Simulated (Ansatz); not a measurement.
Input (CCSDT(Q)/def2-TZVPP; Ansatz, a quantum-chemistry and plane-wave program):

Ansatz 0.2 input:
```yaml
crystal:
  periodic: [false, false, false]
  atoms:
    - {symbol: Tl, position_ang: [-0.00000000, -0.00000000, -0.45908937]}
    - {symbol: Cl, position_ang: [0.00000000, 0.00000000, 2.18742580]}
basis:
  gaussian:
    orbitals: def2-TZVPP
total_charge: 1
magnetization: {spin_polarized: true, initial_magnetization: 1}
correlation: {method: ccsdt_q, electrons: outside_noble_gas}
```

Output:

```
Functional definition: HF
integrals: 0.22 GiB planned
1263 factors; integrals over basis functions are off by at most 1.6e-7 eV
mean field: 0.44 GiB planned
mean field evaluation 1: about -17158.7470 eV, gradient 2.7e1 eV
mean field evaluation 2: about -17158.7878 eV, gradient 2.7e1 eV
mean field evaluation 4: about -17164.1786 eV, gradient 4.2e0 eV
mean field evaluation 8: about -17164.7403 eV, gradient 6.2e-1 eV
mean field evaluation 16: about -17164.7570 eV, gradient 2.2e-6 eV
mean field evaluation 32: about -17164.7570 eV, gradient 8.3e-3 eV
mean field evaluation 64: about -17164.7072 eV, gradient 2.3e-1 eV
mean field evaluation 96: about -17164.6882 eV, gradient 8.0e-1 eV
mean field evaluation 128: about -17158.4051 eV, gradient 1.4e1 eV
mean field evaluation 160: about -17164.6779 eV, gradient 1.4e0 eV
mean field evaluation 192: about -17159.9146 eV, gradient 2.3e-1 eV
mean field evaluation 224: about -17161.0423 eV, gradient 2.9e0 eV
mean field evaluation 256: about -17158.7199 eV, gradient 3.1e-2 eV
mean field evaluation 288: about -17158.6509 eV, gradient 3.6e-1 eV
mean field evaluation 320: about -17158.5365 eV, gradient 6.0e-1 eV
mean field evaluation 352: about -17158.3535 eV, gradient 6.6e-1 eV
mean field evaluation 384: about -17157.0135 eV, gradient 6.9e-2 eV
mean field evaluation 416: about -17156.7025 eV, gradient 3.7e-2 eV
mean field evaluation 448: about -17156.9617 eV, gradient 2.0e-2 eV
mean field evaluation 480: about -17157.0057 eV, gradient 3.1e-2 eV
mean field -17164.75697203 eV, -630.7931840318 hartree, gradient 3.1e-6 eV, S^2 0.790421; 8 other end points of the search recorded, 0 dependent functions left out
determinant -17164.75697203 eV, -630.7931840318 hartree, with singles and doubles -17170.78866493 eV, -631.0148446576 hartree
determinant -17164.69886243 eV, -630.7910485436 hartree, with singles and doubles -17170.59176869 eV, -631.0076088543 hartree
determinant -17164.75697203 eV, -630.7931840318 hartree, with singles and doubles -17170.75012897 eV, -631.0134284873 hartree
determinant -17164.69886243 eV, -630.7910485436 hartree, with singles and doubles -17170.54206774 eV, -631.0057823782 hartree
14 core orbitals not correlated, not the lowest: weight in the atoms' cores, before any rotation towards them, 0.941 or more for the frozen orbitals, at most 0.057 for the correlated occupied ones
reference -17164.75697203 eV, -630.7931840318 hartree; 5, 4 occupied and 73, 74 virtual orbitals, 1263 factors
second order -5.17957519 eV of doubles, -0.00000000 eV of singles
coupled cluster: 1.70 GiB planned
cycle   1  -5.74280515 eV  change   -5.6e-1 eV  update   7.3e-2
cycle   2  -6.13668077 eV  change   -3.9e-1 eV  update   3.2e-2
cycle   3  -6.24267625 eV  change   -1.1e-1 eV  update   2.0e-2
cycle   4  -6.21693290 eV  change    2.6e-2 eV  update   1.1e-2
cycle   5  -6.22285730 eV  change   -5.9e-3 eV  update   7.0e-3
cycle   6  -6.23554383 eV  change   -1.3e-2 eV  update   3.7e-3
cycle   7  -6.23201555 eV  change    3.5e-3 eV  update   1.7e-3
cycle   8  -6.23170520 eV  change    3.1e-4 eV  update   6.4e-4
cycle   9  -6.23204102 eV  change   -3.4e-4 eV  update   3.3e-4
cycle  10  -6.23162262 eV  change    4.2e-4 eV  update   1.3e-4
cycle  11  -6.23168974 eV  change   -6.7e-5 eV  update   7.1e-5
cycle  12  -6.23176909 eV  change   -7.9e-5 eV  update   3.6e-5
cycle  13  -6.23180858 eV  change   -3.9e-5 eV  update   1.9e-5
cycle  14  -6.23182234 eV  change   -1.4e-5 eV  update   9.3e-6
cycle  15  -6.23181847 eV  change    3.9e-6 eV  update   4.2e-6
cycle  16  -6.23181439 eV  change    4.1e-6 eV  update   2.1e-6
cycle  17  -6.23181558 eV  change   -1.2e-6 eV  update   1.1e-6
cycle  18  -6.23181690 eV  change   -1.3e-6 eV  update   7.6e-7
cycle  19  -6.23181694 eV  change   -4.3e-8 eV  update   2.8e-7
perturbative correction -0.00923278 eV, -0.0003392984 hartree
Total energy: -17170.99802175 eV, -631.0225383787 hartree
```

The determinant is spin-contaminated: <S^2> is 0.79, 0.04 over the pure value.
